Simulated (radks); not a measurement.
Results of a calculation; reference values are marked as such.
Question: All-electron atom: Ba3+ in [Kr] 4d9.5 5s2 5p5 5d0.5 (fractional occupations, a model configuration). Level of theory: Dirac Kohn-Sham, PBEsol, spin-unpolarised, spherical densities, point nucleus; open shells fill j = l - 1/2 first (a radial shooting solver on a logarithmic mesh with Libxc functionals). Some entries of the table are withheld. Estimate them.

| orbital | occ. | eigenvalue (eV) | <r> (bohr) | <r^2> (bohr^2) |
|---|---|---|---|---|
| 1s1/2 | 2 | -37245.56 | 0.02559 | 0.0008889 |
| 2s1/2 | 2 | -5913.136 | 0.1093 | 0.01416 |
| 2p1/2 | 2 | -5572.484 | (1) | 0.01041 |
| 2p3/2 | 4 | -5191.014 | (2) | 0.01168 |
| 3s1/2 | 2 | -1273.754 | 0.2917 | 0.09739 |
| 3p1/2 | 2 | -1130.796 | 0.2816 | 0.09216 |
| 3p3/2 | 4 | -1057.043 | 0.2935 | 0.09990 |
| 3d3/2 | 4 | -806.1259 | 0.2644 | 0.08260 |
| 3d5/2 | 6 | -790.3937 | 0.2681 | 0.08481 |
| 4s1/2 | 2 | (3) | 0.6721 | 0.5099 |
| 4p1/2 | 2 | -222.6174 | 0.6943 | (4) |
| 4p3/2 | 4 | -207.0610 | 0.7212 | (5) |
| 4d3/2 | 4 | -121.7981 | 0.7873 | (6) |
| 4d5/2 | 5.5 | -119.1261 | 0.7969 | (7) |
| 5s1/2 | 2 | -59.9811 | 1.580 | (8) |
| 5p1/2 | 2 | -45.5757 | 1.752 | 3.453 |
| 5p3/2 | 3 | -43.1353 | 1.819 | 3.721 |
| 4f5/2 | 0 | -26.2782 | 1.182 | 1.791 |
| 4f7/2 | 0 | -26.0405 | 1.191 | 1.819 |
| 5d3/2 | 0.5 | -23.4670 | 2.407 | 6.588 |
| 5d5/2 | 0 | -23.1867 | 2.433 | 6.728 |
| 6s1/2 | 0 | -20.0919 | (9) | 13.56 |

Answer: 
(1) 2p1/2 <r> (bohr): 0.09195
(2) 2p3/2 <r> (bohr): 0.09794
(3) 4s1/2 eigenvalue (eV): -274.7117
(4) 4p1/2 <r^2> (bohr^2): 0.5484
(5) 4p3/2 <r^2> (bohr^2): 0.5914
(6) 4d3/2 <r^2> (bohr^2): 0.7191
(7) 4d5/2 <r^2> (bohr^2): 0.7366
(8) 5s1/2 <r^2> (bohr^2): 2.796
(9) 6s1/2 <r> (bohr): 3.492
